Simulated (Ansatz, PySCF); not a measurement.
Pair of molecules: HF (SMILES F) (first 2 atoms) with CH3Br (SMILES CBr); geometry from B3LYP-D3(BJ)/def2-TZVP.
(charge 0, multiplicity 1):
```
atom    x (Å)    y (Å)   z (Å)
----  -------  -------  ------
F     -0.0394  -0.1485  0.6416
H     -0.0625  -0.6487  1.4319
C     -0.2517   1.0414  3.8377
Br    -0.1735  -0.9223  3.7719
H     -1.1902   1.3075  4.3099
H     -0.2019   1.3946  2.8142
H      0.5990   1.3750  4.4204
```

Monomers are frozen at their geometry in the pair; levels with a basis set take the counterpoise correction.

Rows in 6-31G* carry no dispersion term and start afresh at each structure (6-31G* with six Cartesian d functions); the Pople sets are all-electron and without relativity. MP2/6-31G* freezes PySCF's default core, which leaves 3d correlated.

Codes used: Ansatz (Gaussian basis) for Hartree–Fock, density functionals and correlated methods; PySCF for 6-31G* rows, the dispersion terms. Each number belongs to the level named beside it.

**Question.** One of these levels gives -218.7 meV for the interaction energy. Name it.
A. r2SCAN-D4/def2-TZVPPD
B. BHLYP-D4/def2-TZVPPD
C. MP2/6-31G*

**Answer.** B, BHLYP-D4/def2-TZVPPD. The others give -237.3 (r2SCAN-D4/def2-TZVPPD), -92.8 (MP2/6-31G*)

Ansatz is an electronic-structure program.
